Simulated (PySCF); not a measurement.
Rb(I) cation (IRb), SMILES [Rb][I] (connectivity only; charge and spin as stated), charge +1, multiplicity 2.

Coordinates come from a PBE0-D3(BJ)/def2-TZVPD optimisation. The multiplicity is an assumed one; other spin states were not compared. The def2 effective core potentials stand for the cores of I, Rb; spin–orbit coupling is left out.

Calculation: PBE0-D3(BJ)/def2-TZVPD (PySCF).

Frequencies are harmonic and unscaled.

```
mode  ν (cm⁻¹)  IR (km/mol)  moving atoms (share of kinetic energy)
----  --------  -----------  --------------------------------------
1           54          9.5                         Rb 60 %, I 40 %
```
